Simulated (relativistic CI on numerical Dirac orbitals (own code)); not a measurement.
Computed by Dirac-Coulomb-Breit CI, separate exchange-only KLI orbitals for each configuration, model QED, unscaled Slater integrals (own radial code, finite nucleus).

CI space (outside the closed core [Ne]): 3s², 3s3p, 3p², 3s3d, 3d², 3p3d, 3p4s, 3d4s, 3s4s, 3s4p, 3s4d, 3s4f, 3s5s, 3s5p, 3s5d, 4s², 3s5f, 3s5g, 3s6s, 3s6p, 3s6d. Levels of other configurations are missing.

At this charge energies of transitions that change n are usually good to better than 1 %, and those within a shell (Δn = 0) to a few per cent.

Outline of the computed level scheme of Tm LVIII. Lowest level of each configuration: 3s² ¹S0 at 0.00 eV; 3s3p ³P°0 at 124.69 eV; 3p² ³P0 at 299.33 eV; 3s3d ³D1 at 586.42 eV; 3p3d ³F°2 at 721.09 eV; 3d² ³F2 at 1185.08 eV; 3s4s ³S1 at 2699.45 eV; 3s4p ³P°0 at 2764.91 eV; 3p4s ³P°1 at 2844.63 eV.

Some strong electric-dipole decays among the lowest 43 levels: 3s4s ¹S0 → 3s3p ¹P°1 (3.5e+13 s⁻¹); 3p4s ³P°0 → 3p² ³P1 (3.2e+13 s⁻¹); 3s4p ¹P°1 → 3s² ¹S0 (3.2e+13 s⁻¹); 3s4s ³S1 → 3s3p ³P°2 (2.8e+13 s⁻¹); 3s4p ³P°1 → 3s² ¹S0 (2.7e+13 s⁻¹); 3p4s ³P°1 → 3p² ¹D2 (2.1e+13 s⁻¹); 3s4s ³S1 → 3s3p ³P°1 (9.2e+12 s⁻¹); 3s4s ¹S0 → 3s3p ³P°1 (8.6e+12 s⁻¹).

LS names give the leading component of a level, which can be under half, so a name can repeat, a term be missing and a line seem to break the LS rules.
